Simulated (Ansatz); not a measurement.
Breaking the C4–H7 bond in C2H6Zn (SMILES C[CH2][ZnH]) (multiplicity 1 held, fragments rigid). Energies count from the point at 1.092 Å.
Geometry at that point (charge 0, multiplicity 1):
```xyz
9

Zn    -0.104     0.148     0.834
H     -0.345     0.864     2.185
C      0.202    -0.760    -0.885
C      0.184     0.151    -2.121
H     -0.555    -1.544    -0.987
H      1.162    -1.283    -0.819
H      0.954     0.925    -2.068
H     -0.775     0.662    -2.237
H      0.360    -0.413    -3.043
```

Signs of static correlation in def2-TZVPP, with CASSCF(2,2), from Ansatz (a program for electronic structure) runs.

| R (Å) | T1 of restricted CCSD | largest double amplitude of restricted CCSD | CASSCF natural occupations |
|---|---|---|---|
| 0.874 | 0.013 | 0.022 | 1.99 0.01 |
| 0.983 | 0.013 | 0.030 | 1.99 0.01 |
| 1.092 | 0.013 | 0.033 | 1.98 0.02 |
| 1.202 | 0.014 | 0.030 | 1.97 0.03 |
| 1.311 | 0.014 | 0.027 | 1.96 0.04 |
| 1.475 | 0.015 | 0.027 | 1.94 0.06 |
| 1.639 | 0.016 | 0.047 | 1.91 0.09 |
| 1.912 | 0.020 | 0.057 | 1.84 0.16 |
| 2.185 | 0.027 | … | 1.73 0.27 |
| 2.513 | 0.040 | … | 1.56 0.44 |
| 2.950 | 0.059 | 0.556 | 1.34 0.66 |
| 3.496 | 0.079 | 0.766 | 1.16 0.84 |

Problem. Fill in the missing entries.

Solution. 
- 2.185, largest double amplitude of restricted CCSD: 0.199
- 2.513, largest double amplitude of restricted CCSD: 0.365

Doubts at one or more of the structures used: a restricted determinant that unrestricted orbitals would lower (R-CCSD(T)/def2-TZVPP); other coupled-cluster roots lie near (R-CCSD(T)/def2-TZVPP); T1 above 0.05 (R-CCSD(T)/def2-TZVPP).
